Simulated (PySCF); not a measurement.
NMR data simulated for an unnamed compound:

1H NMR (600 MHz, computed): δ 6.39 (m, 1H), 6.25 (m, 1H), 6.04 (m, 1H), 4.84 (s, 1H), 3.83 (s, 3H), 2.82 (br s, 2H), 2.23 (br s, 1H).

13C{1H} NMR (computed): δ 143.2 (C), 124.5 (CH), 108.1 (CH), 104.2 (CH), 52.1 (CH3).

[PySCF 2.14.0 with density-fitted response routines: shielding tensors at PBE0/pcSseg-1 (GIAO); geometry: GFN2-xTB; non-relativistic Hamiltonian; single conformer; isolated molecule; averaged over atoms made equivalent by symmetry, fast rotation or ring inversion]

Referencing at the same level of theory: 1H (σref 31.72) and 13C (σref 186.93) vs TMS.

Question: Which of these does the molecule contain: a CH3CH2 unit, a heteroaromatic ring, an S-methyl group, a Si–H bond, an NH or NH2 group, a CF3 group?

Answer: 
- A CH3CH2 unit: no.
- A heteroaromatic ring: yes.
- An S-methyl group: no.
- A Si–H bond: yes (δH 4.84 (s)).
- An NH or NH2 group: yes (δH 2.82 (br s)).
- A CF3 group: no.

The data belong to `CO[Si@@H](O)n1ccc(N)c1`, C5H10N2O2Si; they needn't prove each group on their own.

Carbon signals by region: 4 in the sp2 and nitrile region (100–160 ppm), 1 at 50–100 ppm.

The OH or NH signal is concentration- and solvent-dependent in practice; the value given is the gas-phase one. Shifts are as computed. Against solution values, carbons near 30 ppm lie about +3 ppm off and those near 130 ppm about +5 ppm. Of 1211 compounds with measured shifts, 218 miss one by over three times the rms of a fit or turn the order of signals round; such compounds aren't used in these exercises. No couplings were computed; multiplicities are counted from neighbouring protons, with m where these are inequivalent, close in shift, in a saturated or five-membered ring or joined by F or P, and br s for small geminal =CH2 splittings.
